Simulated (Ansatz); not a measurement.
Reaction (substitution at a C–O bond): `COB(Cl)OC` + `CO[Si](N)(F)F` → `CN[Si](F)(F)OC` + `COB(O)Cl`

Isolated molecules relaxed with PBE0-D4/def2-TZVP in Ansatz; ΔE leaves out vibrations. CBS: MP2 limit from def2 TZ/QZ plus the TZ coupled-cluster correction, frozen cores. This one scheme is used for every species. Functionals use def2-TZVPP. B3LYP here is the variant with VWN-RPA as its local correlation; programs differ in this. One conformer a species, not always the lowest.

`COB(Cl)OC`:

```xyz
12

C     1.695   -1.132    0.328
O     0.557   -0.395   -0.072
B    -0.241    0.271    0.790
Cl    0.074    0.282    2.535
O    -1.313    0.958    0.353
C    -1.622    0.989   -1.030
H     2.422   -0.490    0.829
H     2.143   -1.550   -0.574
H     1.418   -1.944    1.004
H    -2.513    1.604   -1.148
H    -0.801    1.423   -1.605
H    -1.821   -0.016   -1.409
```

`CO[Si](N)(F)F`:

```xyz
11

C    -0.972    0.065    1.656
O    -0.579   -0.434    0.394
Si    0.346    0.322   -0.686
N     0.948   -0.808   -1.766
F     1.441    1.154    0.114
F    -0.430    1.428   -1.515
H    -1.275   -0.781    2.274
H    -1.821    0.746    1.552
H    -0.152    0.591    2.153
H     1.257   -1.718   -1.477
H     1.237   -0.566   -2.697
```

`CN[Si](F)(F)OC`:

Cartesian coordinates in Å:
```
C 1.755 -1.818 -0.684
N 1.009 -0.898 0.150
Si -0.162 0.182 -0.364
F 0.385 1.508 -1.057
F -1.015 -0.495 -1.518
O -1.045 0.613 0.913
C -1.860 1.762 1.022
H 1.268 -1.912 -1.655
H 1.784 -2.817 -0.239
H 2.785 -1.488 -0.858
H 1.334 -0.826 1.099
H -2.033 1.955 2.082
H -1.381 2.638 0.576
H -2.824 1.597 0.533
```

`COB(O)Cl`:

Cartesian coordinates in Å:
```
C -0.537 -0.187 1.242
O -0.557 -0.036 -0.164
B 0.552 0.152 -0.910
O 0.462 0.289 -2.253
Cl 2.165 0.231 -0.187
H -1.568 -0.324 1.567
H -0.121 0.700 1.725
H 0.054 -1.057 1.535
H -0.450 0.233 -2.554
```

| level | ΔE (kJ/mol) | difference from CCSD(T)/CBS |
| --- | --- | --- |
| ωB97X-V | -10.6 | 0.9 |
| ωB97M-V | -11.2 | 0.3 |
| PBE0 | -13.4 | -1.9 |
| B3LYP | -9.2 | 2.3 |
| HF/def2-TZVPP | -6.9 | 4.6 |
| SCS-MP2/def2-TZVPP | -11.3 | 0.2 |
| CCSD(T)/def2-TZVPP | -11.4 | 0.1 |
| HF/def2-QZVPP | -6.6 | 4.9 |
| MP2/def2-QZVPP | -13.2 | -1.7 |
| MP2/CBS(def2) | -13.3 | -1.8 |
| CCSD(T)/CBS | -11.5 | 0 |

Largest T1 diagnostic among the species: 0.012.

In def2-TZVPP, CCSD(T) changes the Hartree–Fock value by −4.5 kJ/mol (the triples alone add +0.0 kJ/mol) and MP2 by −6.3 kJ/mol.
